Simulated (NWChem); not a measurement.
## Total energies of trichloroethylene (C$_{2}$HCl$_{3}$)

SMILES: ClC=C(Cl)Cl
```xyz
6

Cl    -2.1917    -0.6168     0.0000
C     -0.9604     0.5683     0.0000
C      0.3477     0.2788     0.0000
Cl     0.9658    -1.3170     0.0000
Cl     1.5185     1.5404     0.0000
H     -1.2968     1.6060     0.0000
```
Charge 0, spin multiplicity 1.

Program: NWChem. All single points use one geometry, from PBE0/def2-SVP, a minimum by its harmonic frequencies.

Basis set: cc-pVDZ (87 functions).

```json
[
 {"method": "RHF", "total energy (Ha)": "-1454.78804", "relative cost": "1"},
 {"method": "MP2", "total energy (Ha)": "-1455.46057", "relative cost": "4"},
 {"method": "B2PLYP", "total energy (Ha)": "-1456.87511", "relative cost": "4"},
 {"method": "PBE", "total energy (Ha)": "-1456.74025", "relative cost": "under 3"},
 {"method": "B3LYP", "total energy (Ha)": "-1457.43502", "relative cost": "under 3"},
 {"method": "LDA (SVWN5)", "total energy (Ha)": "-1452.25178", "relative cost": "under 3"},
 {"method": "CCSD(T)", "total energy (Ha)": "-1455.52429", "relative cost": "50"}
]
```

Total energies of different functionals aren't comparable as a measure of quality: only differences taken within one method are. The cost column gives rough processor time relative to RHF; each entry includes its own SCF.

The correlated methods keep 17 core orbitals frozen. B3LYP has NWChem's definition, with VWN1-RPA local correlation. Coupled-cluster values serve here as a point of comparison, not as the truth.
